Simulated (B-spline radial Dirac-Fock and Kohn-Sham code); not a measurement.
These are calculated numbers from an atomic code on a B-spline grid; the model is relaxed Dirac-Fock hole states (ΔSCF) with Breit and QED corrections and a finite nucleus. The model has no electron correlation.

Question: An atom or ion in its tabulated ground configuration has these computed binding energies (the last is its least bound level). Which is it?

| level | binding energy (eV) |
| --- | --- |
| 1s | 28577.9 |
| 2s | 5804.9 |
| 2p3/2 | 5330.0 |
| 3s | 2212.1 |
| 3p | 2087.9 |

Answer: Cd³³⁺: Z = 48 with 15 electrons, [Ne] 3s2 3p3. The hydrogen-like estimate √(E/Ry) = 45.8 for the K level lies 2.2 below Z (screening lowers it, relativity raises it); the outermost level, at 2087.9 eV, fixes the charge.

Question: An atom or ion in its tabulated ground configuration has these computed binding energies (the last is its least bound level). Which is it?

```csv
level,binding energy (eV)
K,63065.5
L3,10658.1
M2,3814.5
M3,3582.6
M4,3219.3
N1,1878.8
"N2,3",1744.1
```

Answer: Yb³⁸⁺: Z = 70 with 32 electrons, [Ar] 3d10 4s2 4p2. The hydrogen-like estimate √(E/Ry) = 68.1 for the K level lies 1.9 below Z (screening lowers it, relativity raises it); the outermost level, at 1744.1 eV, fixes the charge.

Question: An atom or ion in its tabulated ground configuration has these computed binding energies (the last is its least bound level). Which is it?

```
level  binding energy (eV)
   1s              30765.7
   3s               1214.3
3p3/2               1035.0
3d3/2                804.1
3d5/2                794.6
4p1/2                348.9
   4d                262.7
```

Answer: Sb¹²⁺: Z = 51 with 39 electrons, [Kr] 4d3. The hydrogen-like estimate √(E/Ry) = 47.6 for the K level lies 3.4 below Z (screening lowers it, relativity raises it); the outermost level, at 262.7 eV, fixes the charge.

Question: An atom or ion in its tabulated ground configuration has these computed binding energies (the last is its least bound level). Which is it?

```tsv
level	binding energy (eV)
1s	6091.7
2s	803.8
2p3/2	680.7
3s	172.8
3p1/2	136.7
3p3/2	135.6
3d	89.53
```

Answer: Cr⁵⁺: Z = 24 with 19 electrons, [Ar] 3d1. The hydrogen-like estimate √(E/Ry) = 21.2 for the K level lies 2.8 below Z; the outermost level, at 89.53 eV, fixes the charge.
